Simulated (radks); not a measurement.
Effect of the nuclear size on neutral xenon, [Xe]. All-electron calculation, Dirac Kohn-Sham, exchange-only LDA, spin-unpolarised, spherical densities, finite nucleus; Fermi nuclear charge, rms radius 4.7859 fm. Program: a radial shooting solver on a logarithmic mesh with Libxc functionals. The rms radius is varied about that value; shifts are against it.

| rms radius (fm) | total energy shift (eV) | density at nucleus (e/bohr^3) | 1s1/2 shift (meV) | 2s1/2 shift (meV) | 4p1/2 shift (meV) | 5s1/2 shift (meV) | 5p3/2 shift (meV) |
|---|---|---|---|---|---|---|---|
| 4.0967 | -1.78 | 2.781e+05 | -744 | -88.0 | 0.255 | -0.510 | 0.044 |
| 4.628 | -0.428 | 2.721e+05 | -179 | -21.1 | 0.061 | -0.122 | 0.011 |
| 4.7859 | 0 | 2.705e+05 | 0.000 | 0.000 | 0.000 | 0.000 | 0.000 |
| 5.2549 | 1.34 | 2.66e+05 | 560 | 66.2 | -0.192 | 0.384 | -0.033 |
| 5.5421 | 2.21 | 2.634e+05 | 924 | 109 | -0.317 | 0.633 | -0.055 |

Slopes of the eigenvalues against <r^2> in GHz/fm^2, as finite differences over the two radii next to the reference (eigenvalue slopes, not the field-shift constants of lines): 1s1/2 28800, 2s1/2 3410, 4p1/2 -9.88, 5s1/2 19.8, 5p3/2 -1.71.
